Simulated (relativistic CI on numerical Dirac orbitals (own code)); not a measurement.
## Tl II: what numerical and physical settings do to a radial Dirac CI calculation

Reference input:

```
atom Tl  Z=81  charge=1  electrons=80
nucleus A=205  rms_radius_fm=5.4759
hamiltonian dirac-coulomb  breit=on  qed=on  c_scale=1
orbitals kli  potential=per-configuration
slater_scale 1
correlation none
mixing on
grid step=0.0125 r_max=129.7
scf mixing=0.4 start=green max_iterations=150 tolerance=2e-08 node_fill=0.05
configurations
  [Xe] 4f14 5d10 6s2
  [Xe] 4f14 5d10 6s 6p
  [Xe] 4f14 5d10 6p2
end
```

Computed lowest total energy -20234.67830 Ha, first excitation 42077.6 cm⁻¹, 37 SCF steps. Runs with settings changed; * marks those that are bad on purpose (the QED terms keep the true α when c is scaled):

```
                         Changed        Outcome  Lowest level  ΔE (Ha)  First excitation (cm⁻¹)  SCF steps                                                                                                    Message
            speed of light × 0.8      converged       6s² ¹S0    -1010                  51917.1         39                                                                                                           
              iteration limit 30      converged       6s² ¹S0        0                  42077.6         37                                                                                                           
        nuclear radius 6.0235 fm      converged       6s² ¹S0    0.851                  42063.9         37                                                                                                           
node fill of the KLI weights 0.5      converged       6s² ¹S0   0.0775                  41342.9         38                                                                                                           
                Slater scale 2 *      converged       6s² ¹S0  -0.0471                  43557.8         37                                                                                                           
         speed of light × 0.05 *  not converged                                                          1  SCF of 1s2 2s2 2p6 3s2 3p6 3d10 4s2 4p6 4d10 4f14 5s2 5p6 5d10 6s2 stopped: an orbital could not be found
```

With so few configurations and no correlation, terms lie too far apart (by 10 to 50 % near neutrality), their order can be wrong, and levels of other configurations are missing.
